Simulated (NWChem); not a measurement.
C2H9NSi; SMILES CC[SiH2]N

```xyz
13

Si    -0.5719    -0.7217     0.1639
N      0.9289    -1.5244    -0.1939
C     -0.5086     1.0640    -0.4272
C      0.6043     1.9007     0.2000
H     -1.6356    -1.4859    -0.5590
H     -0.9413    -0.7058     1.6247
H      1.7763    -1.2211     0.2744
H      0.9232    -2.5360    -0.2674
H     -0.4054     1.0487    -1.5259
H     -1.4944     1.5161    -0.2173
H      0.5197     1.9353     1.2987
H      0.5888     2.9418    -0.1600
H      1.5993     1.4928    -0.0418
```
Atoms are numbered in this order, from 1.

Results from NWChem. Geometry: optimised at PBE0/def2-SVP. Hybrids' shares of exact exchange are those that their runs print; pure functionals count as 0. The functionals differ in more than this share.

```csv
row,share of exact exchange,orbital gap (eV)
PBE/def2-TZVP,0.00,5.58
TPSSh/def2-TZVP,0.10,withheld
B3LYP/def2-TZVP,0.20,7.29
PBE0/def2-TZVP,0.25,7.80
PW6B95/def2-TZVP,0.28,7.87
Hartree-Fock/def2-TZVP,1.00,13.93
```

Q: Fit a straight line of the last column on the one before it, predict the withheld value, and compare with the run.

A: 
1. Means of the 5 shown rows: x = 0.346, y = 8.494. Slope Σ(x − x̄)(y − ȳ)/Σ(x − x̄)² = 4.847/0.5823 = 8.324; intercept 5.614.
2. The shown rows scatter about the line by 0.060 (root mean square); the largest residual is +0.10, at PBE0/def2-TZVP.
3. At x = 0.10 (TPSSh/def2-TZVP; inside the shown range) the line gives 6.45.
4. The run gives 6.79, +0.34 from the line, 5.7 times the scatter.
